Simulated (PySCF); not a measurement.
Si(OH)3(SeH) (H₄O₃SeSi), SMILES [Si]([SeH])(O)(O)O. Atoms are numbered in the order given.

```xyz
9

O     -1.0511     1.5892    -1.0251
Si    -0.7898     0.1669    -0.2318
O     -1.5984     0.2405     1.2001
O     -1.2982    -1.0016    -1.2881
Se     1.3334    -0.2621     0.4388
H     -1.0704     1.5310    -1.9851
H     -2.3467     0.8468     1.2071
H     -1.0619    -1.9043    -1.0530
H      1.7815    -0.5253    -0.9382
```

The structure is a stationary point at PBE0-D3(BJ)/def2-SVP. The values are those of a single conformer.

Level of theory: PBE/pcSseg-1 in PySCF.

GIAO shieldings, no solvent; atoms listed in one row are averaged. δ = σ(ref) − σ: ¹⁷O against H2O (σ = 334.3 ppm); ²⁹Si against TMS (σ = 335.4 ppm); ⁷⁷Se against Me2Se (σ = 1634.8 ppm); ¹H against TMS (σ = 31.49 ppm), references at their B3LYP-D3(BJ)/def2-TZVP geometries, non-relativistic.

| nucleus | atoms | count | δ (ppm) |
|---|---|---|---|
| ¹⁷O | O4 | 1 | 112.2 |
| ¹⁷O | O3 | 1 | 77.6 |
| ¹⁷O | O1 | 1 | 75.2 |
| ²⁹Si | Si2 | 1 | -22.4 |
| ⁷⁷Se | Se5 | 1 | -437.9 |
| ¹H | H7 | 1 | 2.40 |
| ¹H | H8 | 1 | 2.32 |
| ¹H | H6 | 1 | 2.29 |
| ¹H | H9 | 1 | 0.42 |
